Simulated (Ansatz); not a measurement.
The pair A = NH3 (SMILES N) (first 4 atoms), B = C2H6O (SMILES COC); geometry from B3LYP-D3(BJ)/def2-TZVP.
(charge 0, multiplicity 1):
```xyz
13

N      0.4980    -0.0204     0.1666
H     -0.0370     0.5695    -0.4604
H      0.6913    -0.8832    -0.3290
H     -0.0986    -0.2479     0.9576
C     -0.3422     1.1648     3.3126
O     -0.4672    -0.2311     3.1192
C      0.6990    -0.9302     3.5098
H      0.4781     1.5743     2.7118
H     -0.1640     1.4020     4.3688
H     -1.2804     1.6209     2.9998
H      1.5653    -0.6140     2.9173
H      0.5140    -1.9900     3.3403
H      0.9166    -0.7708     4.5732
```

Cores are frozen in the correlated methods. MP2 and its Hartree–Fock in aug-cc-pVTZ are density fitted.

Run with Ansatz (a quantum-chemistry and plane-wave program) with Gaussian orbitals. Each number belongs to the level named beside it.

The counterpoise-corrected interaction energy is E(AB) − E(A in the pair's basis) − E(B in the pair's basis). Total energies (hartree):

```json
[
 {"level": "HF/aug-cc-pVDZ", "AB": "-210.2940071", "A in the pair's basis": "-56.2056962", "B in the pair's basis": "-154.0869673"},
 {"level": "MP2/aug-cc-pVDZ", "AB": "-211.0028472", "A in the pair's basis": "-56.4058100", "B in the pair's basis": "-154.5922182"},
 {"level": "HF/aug-cc-pVTZ", "AB": "-210.3499834", "A in the pair's basis": "-56.2202081", "B in the pair's basis": "-154.1285079"},
 {"level": "MP2/aug-cc-pVTZ", "AB": "-211.2042878", "A in the pair's basis": "-56.4607921", "B in the pair's basis": "-154.7381130"},
 {"level": "CCSD(T)/aug-cc-pVDZ", "AB": "-211.0769173", "A in the pair's basis": "-56.4263213", "B in the pair's basis": "-154.6459224"}
]
```

Q: Work out the counterpoise-corrected interaction energy at the basis-set limit: extrapolate the MP2 correlation part as X⁻³, take Hartree–Fock from the larger set, and add the CCSD(T) − MP2 difference of aug-cc-pVDZ.

A: 
1. Differences (1 hartree = 627.509 kcal/mol): HF/aug-cc-pVDZ -0.843; MP2/aug-cc-pVDZ -3.024; HF/aug-cc-pVTZ -0.795; MP2/aug-cc-pVTZ -3.378; CCSD(T)/aug-cc-pVDZ -2.933.
2. Correlation parts, MP2 less HF: -2.181 in aug-cc-pVDZ (X = 2), -2.582 in aug-cc-pVTZ (X = 3).
3. Limit (3³·(-2.582) − 2³·(-2.181))/(3³ − 2³) = -2.751; with HF/aug-cc-pVTZ it gives -3.547.
4. CCSD(T) less MP2 in aug-cc-pVDZ: 0.091.
Result: -3.46 kcal/mol, against -3.02 at MP2/aug-cc-pVDZ. It is an estimate of this method's limit, not of the exact value.
